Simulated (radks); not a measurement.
Q: Species: the thallium ion Tl+. Configuration: [Hg]. All-electron calculation, Dirac Kohn-Sham, PBE, spin-unpolarised, spherical densities, point nucleus. Program: a radial shooting solver on a logarithmic mesh with Libxc functionals. Some entries of the table are withheld. Estimate them.

orbital  occ.  eigenvalue (eV)  r(max) (bohr)
1s1/2       2        -85497.77        0.01002
2s1/2       2              (1)        0.05834
2p1/2       2        -14602.95        0.04279
2p3/2       4        -12536.93        0.05039
3s1/2       2        -3636.845         0.1642
3p1/2       2        -3361.290         0.1530
3p3/2       4        -2901.967         0.1684
3d3/2       4        -2448.487         0.1309
3d5/2       6        -2350.422         0.1351
4s1/2       2        -817.3380         0.3694
4p1/2       2        -698.7097         0.3672
4p3/2       4        -587.0430         0.3985
4d3/2       4              (2)         0.3903
4d5/2       6              (3)         0.3998
5s1/2       2        -137.9319         0.8089
4f5/2       6        -123.5199         0.3558
4f7/2       8        -118.9214         0.3603
5p1/2       2         -98.1719         0.8504
5p3/2       4         -77.9646         0.9286
5d3/2       4              (4)          1.096
5d5/2       6              (5)          1.131
6s1/2       2         -16.3111          2.048

A: 
(1) 2s1/2 eigenvalue (eV): -15215.37
(2) 4d3/2 eigenvalue (eV): -393.7860
(3) 4d5/2 eigenvalue (eV): -372.9581
(4) 5d3/2 eigenvalue (eV): -24.0920
(5) 5d5/2 eigenvalue (eV): -21.8848
